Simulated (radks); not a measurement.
Values are calculated unless marked as measured or tabulated.
Question: Species: Hg XLV. Configuration: [Kr]. Level of theory: Dirac Kohn-Sham, exchange-only PBE, spin-unpolarised, spherical densities, finite nucleus; Fermi nuclear charge, rms radius 5.4648 fm (a radial shooting solver on a logarithmic mesh with Libxc functionals).

Spin-orbit splittings of the eigenvalues, e(l+1/2) - e(l-1/2), with zeta = 2 splitting/(2l+1) and mean radii in bohr:

| shell | occ. | splitting (eV) | zeta (eV) | <r> j=l-1/2 | <r> j=l+1/2 |
|---|---|---|---|---|---|
| 2p | 6 | 1950 | 1300 | 0.05688 | 0.06553 |
| 3p | 6 | 445.6 | 297.0 | 0.1681 | 0.1831 |
| 3d | 10 | 96.46 | 38.58 | 0.1589 | 0.1634 |
| 4p | 6 | ? | ? | 0.3551 | 0.3772 |

Estimate the 4p splitting.

Answer: 143.7 eV (zeta = 95.82 eV).
